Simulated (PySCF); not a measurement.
## A small calculation by hand: chemical shift, span and skew from a shielding tensor

Al(F)(Cl)(OEt) (C2H5AlClFO), SMILES CC[O][Al]([F])[Cl]. Atoms are numbered in the order given.

```xyz
11

Al     0.4880    -0.0181     0.2880
F      1.5474    -0.9760    -0.5563
Cl     0.8141     0.2797     2.3218
O     -0.8265     0.7113    -0.4585
C     -1.4655     0.6707    -1.7141
C     -1.6922    -0.7534    -2.2007
H     -2.4313     1.1971    -1.6193
H     -0.8682     1.2318    -2.4572
H     -2.3071    -1.3143    -1.4780
H     -2.2132    -0.7610    -3.1714
H     -0.7326    -1.2823    -2.3251
```

Coordinates come from a B3LYP-D3(BJ)/def2-SVP optimisation. Other conformers were not sampled.

GIAO shieldings from PBE/pcSseg-1 (PySCF), non-relativistic, no solvent. The symmetric part of the tensor of C6 has the principal values 131.4, 156.4, 180.0 ppm. The same nucleus in TMS has σ = 182.0 ppm at this level (PySCF, at its B3LYP-D3(BJ)/def2-TZVP geometry). Without spin–orbit terms, shifts of atoms bonded to Cl or Br come out too high.

Q: Work out the isotropic shielding, the ¹³C shift against TMS, the span and the skew.

A: 
σ(iso) = (σ11 + σ22 + σ33)/3 = 155.9 ppm. δ = σ(ref) − σ(iso) = 182.0 − (155.9) = 26.1 ppm.
Span Ω = σ33 − σ11 = 48.6 ppm. Skew κ = 3(σ(iso) − σ22)/Ω = -0.03. Tumbling in solution averages the tensor to δ; in a static solid the shielding alone would spread this spin-1/2 line over Ω.
